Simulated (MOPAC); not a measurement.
MOPAC input (AM1):

```
AM1 PRECISE GNORM=0.05 LET XYZ GEO-OK AUX(PRECISION=9) THREADS=1
AlClO

Al   -0.00000000 1   -0.00000000 1   -0.58860100 1
O    -0.00000000 1   -0.00000000 1   -2.18527400 1
Cl    0.00000000 1    0.00000000 1    1.47847100 1
```

From the output:

```
                                                       MOPAC v23.2.5 Linux

          FINAL HEAT OF FORMATION =        -66.44448 KCAL/MOL =    -278.00369 KJ/MOL

          COSMO AREA              =         94.35 SQUARE ANGSTROMS
          COSMO VOLUME            =         80.89 CUBIC ANGSTROMS

          GRADIENT NORM           =          0.01916          =       0.01106 PER ATOM
          IONIZATION POTENTIAL    =         11.647365 EV
          HOMO LUMO ENERGIES (EV) =        -11.647 -1.091
          NO. OF FILLED LEVELS    =          8
          MOLECULAR WEIGHT        =         78.4339         POINT GROUP:  C*v

          MOLECULAR DIMENSIONS (Angstroms)

            Atom       Atom       Distance
           Cl     3    O     2     3.39956
           Cl     3    O     2     0.00000
            O     2   Al     1     0.00000

          SCF CALCULATIONS        =         10

   ATOM   CHEMICAL          X               Y               Z
  NUMBER   SYMBOL      (ANGSTROMS)     (ANGSTROMS)     (ANGSTROMS)

     1      Al          0.00000000  *   0.00000000  *  -0.50617740  *
     2       O         -0.00000000  *  -0.00000000  *  -2.07026090  *
     3      Cl          0.00000000  *   0.00000000  *   1.32930292  *

                             CARTESIAN COORDINATES

   1   Al        0.000000000     0.000000000    -0.506177403
   2    O       -0.000000000    -0.000000000    -2.070260905
   3   Cl        0.000000000     0.000000000     1.329302917

           Empirical Formula: O Al Cl  =     3 atoms

      MOLECULAR POINT GROUP   :   C*v

                  EIGENVALUES
 -38.81747 -33.27279 -16.99656 -14.37290 -14.37290 -13.26346 -11.64736 -11.64736
  -1.09105  -0.06271  -0.06271   3.00615

              NET ATOMIC CHARGES AND DIPOLE CONTRIBUTIONS

  ATOM NO.   TYPE          CHARGE      No. of ELECS.   s-Pop       p-Pop
    1         Al           0.527618        2.4724     0.90722     1.56516
    2          O          -0.435432        6.4354     1.91781     4.51762
    3         Cl          -0.092186        7.0922     1.96407     5.12811
 DIPOLE           X         Y         Z       TOTAL
 POINT-CHG.     0.000     0.000     2.459     2.459
 HYBRID         0.000     0.000     0.320     0.320
 SUM            0.000     0.000     2.779     2.779

          ATOMIC ORBITAL ELECTRON POPULATIONS

     Atom    s        px        py        pz
    1 Al   0.90722   0.47639   0.47639   0.61239
    2  O   1.91781   1.62003   1.62003   1.27756
    3 Cl   1.96407   1.90358   1.90358   1.32094

 **********************
 *                    *
 * JOB ENDED NORMALLY *
 *                    *
 **********************

 == MOPAC DONE ==
```

The geometry given is a B3LYP-D3(BJ)/def2-TZVP minimum.
